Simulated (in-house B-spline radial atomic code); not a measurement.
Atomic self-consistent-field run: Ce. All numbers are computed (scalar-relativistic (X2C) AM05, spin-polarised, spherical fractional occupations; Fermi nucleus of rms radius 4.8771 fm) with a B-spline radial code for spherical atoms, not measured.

Command:
```bash
python run_scf.py task.json out
```
Settings (nuclear radius in fm, mass in u):
```
Z                58
configuration    [Xe] 4f1 5d1 6s2
hamiltonian      x2c
method           am05
spin_polarised   True
nucleus          fermi
rms_radius       4.8771
atomic_mass      139.90545
speed_of_light   137.035999084
```

Output (hartree, bohr):
```
 radial grid: 77 intervals, B-splines of order 8, outer radius 50 bohr

 iter        energy (Eh)    residual
    1       -8845.166220    4.52e-01
    2       -8846.656259    4.19e-01
    3       -8852.542058    4.52e-02
    4       -8852.674990    1.61e-02
    5       -8852.682094    4.52e-03
    6       -8852.683755    9.30e-04
    7       -8852.683765    4.33e-04
    8       -8852.683776    1.01e-04
    9       -8852.683777    1.32e-05
   10       -8852.683777    2.22e-06
   11       -8852.683777    1.75e-07

 total energy                     -8852.68378
 kinetic                            9497.6996
 electron-nucleus                 -21574.9300
 Hartree                            3429.4767
 exchange-correlation               -204.9301

 orbital      occ     eigenvalue          <r>       <r^2>       <1/r>       r_max
 1s up      1.000     -1474.9636    0.0239332 0.000788076     67.0941     0.01497
 1s down    1.000     -1474.9636    0.0239332 0.000788076     67.0941     0.01497
 2s up      1.000      -236.2176     0.104701   0.0129965     15.3712     0.08903
 2s down    1.000      -236.2164     0.104701   0.0129964     15.3712     0.08903
 2p up      3.000      -211.9003    0.0920403   0.0103559     13.9185     0.07131
 2p down    3.000      -211.8994    0.0920399   0.0103558     13.9186     0.07131
 3s up      1.000       -50.8665     0.278678    0.088872     5.47395      0.2551
 3s down    1.000       -50.8562      0.27864   0.0888467     5.47485      0.2551
 3p up      3.000       -43.1042     0.276551   0.0887515     5.05247      0.2494
 3p down    3.000       -43.0940     0.276504   0.0887207     5.05335      0.2494
 3d up      5.000       -31.9302     0.253751   0.0759232     4.75999      0.2051
 3d down    5.000       -31.9217     0.253696   0.0758866     4.76081      0.2051
 4s up      1.000       -10.2928     0.637862    0.459324     2.25568      0.5937
 4s down    1.000       -10.2649     0.637782    0.459199     2.25583      0.5936
 4p up      3.000        -7.7510     0.674966    0.518195     2.05072      0.6194
 4p down    3.000        -7.7228     0.674856    0.518017     2.05093      0.6193
 4d up      5.000        -4.0629      0.74492    0.643728     1.78008      0.6529
 4d down    5.000        -4.0342     0.744771    0.643486     1.78036      0.6528
 5s up      1.000        -1.5013      1.51743     2.58761    0.882066       1.371
 5s down    1.000        -1.4732      1.51732     2.58669    0.881769       1.372
 5p up      3.000        -0.8654      1.75878     3.50738    0.746612       1.544
 5p down    3.000        -0.8373      1.75784     3.50405    0.746881       1.544
 4f up      1.000        -0.2149      1.10068     1.60906     1.21096       0.709
 5d up      1.000        -0.1219      2.89868     10.1059    0.455243       2.162
 6s up      1.000        -0.1423      4.26848     20.6162    0.296078       3.686
 6s down    1.000        -0.1277      4.44059     22.3453    0.283075       3.818
```

Time taken, with all properties: 0.72 s on 1 thread of Arm Neoverse N1 (shared host).

One-electron X2C: radii and densities carry no picture-change correction, so inner-shell <1/r> comes out high (for 1s by about 2 % at Z = 33, 5 % at 54, 10 % at 75, 30 % at 118) and <r> low.
